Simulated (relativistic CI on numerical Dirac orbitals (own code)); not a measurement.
# Se: calculation against measurement

Computed by Dirac-Coulomb-Breit CI, KLI orbitals optimised for each configuration, a model potential for QED, valence Slater integrals scaled by 0.85, configuration energies shifted to the measured levels that pair with them (semi-empirical) (own radial code, finite nucleus).

Configurations in the expansion (outside the closed core [Ar] 3d10): 4s2.4p4, 4s2.4p3.5s, 4s2.4p3.5p, 4s2.4p3.4d, 4s2.4p3.6p, 4s.4p5, 4s2.4p3.6s, 4s2.4p3.5d, 4s2.4p3.4f, 4s2.4p2.4d2, 4s2.4p3.6d, 4s2.4p3.5f, 4s2.4p3.5g, 4s2.4p3.6f. Levels of other configurations are missing.

| Configuration | Term (tabulated) | J | Measured (cm⁻¹) | Computed | Error | Purity (%) |
| --- | --- | --- | --- | --- | --- | --- |
| 4s2.4p4 | 3P | 2 | 0.0 | 0 | 0 | 98 |
| 4s2.4p4 | 3P | 1 | 1989.5 | 1961 | -28 | 99 |
| 4s2.4p4 | 3P | 0 | 2534.4 | 2524 | -10 | 98 |
| 4s2.4p4 | 1D | 2 | 9576.1 | 10309 | 733 | 98 |
| 4s2.4p4 | 1S | 0 | 22446.2 | 23382 | 935 | 97 |
| 4s2.4p3.5s | 5S° | 2 | 48182.4 | 46917 | -1266 | 99 |
| 4s2.4p3.5s | 3S° | 1 | 50997.2 | 50083 | -915 | 98 |
| 4s2.4p3.5p | 5P | 1 | 59243.0 | 59258 | 15 | 99 |
| 4s2.4p3.5p | 5P | 2 | 59288.0 | 59299 | 11 | 98 |
| 4s2.4p3.5p | 5P | 3 | 59391.5 | 59381 | -10 | 99 |
| 4s2.4p3.5p | 3P | 1 | 60622.5 | 60628 | 5 | 98 |
| 4s2.4p3.5p | 3P | 2 | 60677.6 | 60672 | -5 | 98 |
| 4s2.4p3.5p | 3P | 0 | 60696.2 | 60683 | -14 | 99 |
| 4s2.4p3.5s | 3D° | 1 | 61681.5 | 61694 | 13 | 93 |
| 4s2.4p3.5s | 3D° | 2 | 61828.7 | 61829 | 0 | 91 |
| 4s2.4p3.5s | 3D° | 3 | 62247.8 | 62226 | -21 | 97 |
| 4s2.4p3.4d | 5D° | 4 | 63370.2 | 63355 | -15 | 97 |
| 4s2.4p3.4d | 5D° | 2 | 63373.4 | 63375 | 2 | 96 |
| 4s2.4p3.4d | 5D° | 0 | 63381.1 | 63379 | -2 | 98 |
| 4s2.4p3.4d | 5D° | 1 | 63383.0 | 63379 | -4 | 97 |
| 4s2.4p3.4d | 5D° | 3 | 63387.6 | 63374 | -14 | 97 |
| 4s2.4p3.5s | 1D° | 2 | 63479.5 | 63619 | 139 | 92 |
| 4s2.4p3.4d | 3D° | 2 | 65278.2 | 65373 | 95 | 92 |
| 4s2.4p3.4d | 3D° | 1 | 65299.8 | 65383 | 83 | 93 |
| 4s2.4p3.4d | 3D° | 3 | 65340.0 | 65427 | 87 | 93 |
| 4s2.4p3.6p | 5P | 1 | 69263.5 | 69263 | 0 | 98 |
| 4s2.4p3.6p | 5P | 2 | 69277.8 | 69278 | 0 | 98 |
| 4s2.4p3.6p | 5P | 3 | 69314.6 | 69307 | -8 | 99 |
| 4s2.4p3.5s | 1P° | 1 | 72568.7 | 73317 | 749 | 77 |

Measured levels from NIST Handbook of Basic Atomic Spectroscopic Data (Sansonetti and Martin, J. Phys. Chem. Ref. Data 34, 1559 (2005)); pairs were made by configuration, J and term (by order where the table uses no LS term), so strongly mixed levels may be paired wrongly.

Mean error by configuration (cm⁻¹): 4s2.4p4 408; 4s2.4p3.5s -186; 4s2.4p3.5p 0; 4s2.4p3.4d 29; 4s2.4p3.6p -3. Over the excited levels the mean absolute error is 185 cm⁻¹ (28 of the 28 excited levels that our extract of the source holds in range could be paired), and the median relative error of those above 1,000 cm⁻¹ is 0.023 %, both after the shifts were fitted to these levels, so that a configuration with one level shows no error.

Transition probabilities of persistent lines. The last column rescales the computed rate by the cube of measured over computed energy:

| λ measured (Å) | Lower | Upper | A tabulated (s⁻¹) | A computed | A rescaled |
| --- | --- | --- | --- | --- | --- |
| 1960.89 vacuum | 4s2.4p4 3P_2 | 4s2.4p3.5s 3S°_1 | 2.13e+08 | 3.46e+08 | 3.65e+08 |
| 2039.84 air | 4s2.4p4 3P_1 | 4s2.4p3.5s 3S°_1 | 9.80e+07 | 1.71e+08 | 1.81e+08 |
| 2062.78 air | 4s2.4p4 3P_0 | 4s2.4p3.5s 3S°_1 | 3.30e+07 | 5.77e+07 | 6.10e+07 |
| 2074.78 air | 4s2.4p4 3P_2 | 4s2.4p3.5s 5S°_2 | 1.70e+06 | 1.35e+06 | 1.46e+06 |
| 2164.19 air | 4s2.4p4 3P_1 | 4s2.4p3.5s 5S°_2 | 3.20e+05 | 2.47e+05 | 2.68e+05 |

Configurations whose levels could be paired with our table of measured levels were shifted onto them, all but the ground configuration, by the median error of their levels; single terms can still be off by 1,000 to 2,000 cm⁻¹ or more, and rates follow the energies as ν³ (E1, M1) or ν⁵ (E2). The others borrow a shift and can be off by several thousand cm⁻¹ or more. The fine structure of a lone outer electron comes out too small, for d and f at times inverted, and misplaced configurations move strength between like terms. 28 of the 28 excited levels that our extract of the measured tables holds in this range could be paired (the sources list more); they are missed by 185 cm⁻¹ on average and 1266 at most, after the shifts were fitted to these levels, and levels without a partner can miss by more.

Shifts applied (cm⁻¹): 4s2.4p4 0; 4s2.4p3.5s -1657; 4s2.4p3.5p 437; 4s2.4p3.4d -260; 4s2.4p3.6p -102.
